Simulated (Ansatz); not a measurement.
The lowest singlet and triplet of H2P (SMILES [PH2+]); geometries from B3LYP-D3(BJ)/def2-TZVP, each state relaxed from the structure named, with no frequency check.
Singlet at the triplet's geometry (charge 1, multiplicity 1):
```xyz
3

P     -0.0002     0.0811     0.0000
H     -1.2361    -0.6117     0.0000
H      1.2394    -0.6049     0.0000
```

A positive gap puts the triplet lower; no zero-point energy. R- takes a restricted singlet. The triplet is unrestricted in single-reference levels.

Frozen-core correlation.

Codes used: Ansatz (Gaussian basis) for Hartree–Fock, density functionals and correlated methods. Values without a source in brackets are computed.

Question: What is the computed gap E(singlet) − E(triplet), vertical, at the triplet's geometry (R-SCS-MP2/cc-pV(D+d)Z)?

Answer: -8 kJ/mol

Question: Predict the gap E(singlet) − E(triplet), vertical, at the triplet's geometry from R-CCSDT/cc-pV(D+d)Z.

Answer: -12 kJ/mol

Question: Give the gap E(singlet) − E(triplet), vertical, at the triplet's geometry at the level R-SCS-MP2/cc-pV(Q+d)Z.

Answer: -26 kJ/mol

Doubts at one or more of the structures used: a restricted determinant that unrestricted orbitals would lower (R-SCS-MP2/cc-pV(D+d)Z, R-SCS-MP2/cc-pV(Q+d)Z, R-CCSDT/cc-pV(D+d)Z).

Ansatz is a first-principles code.
